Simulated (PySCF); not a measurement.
A structure optimised at PBE-D3(BJ)/def2-TZVP, used in a PySCF frequency run:

```xyz
4

O     -0.0148     1.2431     0.0000
C     -0.0174     0.1079     0.0000
O      0.1144    -1.1117     0.0000
H     -0.6924    -1.6982     0.0000
```
Charge +1, spin multiplicity 1.

**Question.** Write its SMILES, formula and point group.

**Answer.** O=C=[OH+], CHO2, Cs

**Question.** What are its rotational constants (standard atomic weights)?

**Answer.** 767.05, 10.637, 10.491 GHz
